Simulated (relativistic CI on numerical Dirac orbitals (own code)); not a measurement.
Pd3+: 4d valence photoemission

Computed with this model: Dirac-Coulomb-Breit CI, orbitals from a KLI potential per configuration, model QED, valence Slater integrals scaled by 0.8, multiplet model of photoemission in the sudden approximation; configurations [Kr] 4d7 → [Kr] 4d6; 300 K; Lorentzian 0.3 eV and Gaussian 0.5 eV FWHM. Energies are those of the free ion, without screening or charge transfer. The energies are binding energies and can lie tens of eV above those of solids. S is read from ⟨S²⟩ = S(S + 1).

Field parameters in Wybourne normalisation: D4h B²₀ = −7Ds, B⁴₀ = 21(Dq − Dt), B⁴₄ = 21√(5/14) Dq; Oh B⁴₀ = 21Dq, B⁴₄ = √(5/14) B⁴₀. The field is a parameter set, without covalency.

Peaks in eV (height, largest 100): 45.4 (36), 48.7 (100), 50.8 (26).

Q: Which surroundings give this spectrum?
A. D4h, 10Dq = 36400, Ds = -710, Dt = 120 cm⁻¹
B. Oh, 10Dq = 9900 cm⁻¹
C. Oh, 10Dq = 24550 cm⁻¹
D. Oh, 10Dq = 39550 cm⁻¹

A: A. D4h, 10Dq = 36400, Ds = -710, Dt = 120 cm⁻¹, where the ground state has S = 0.52.
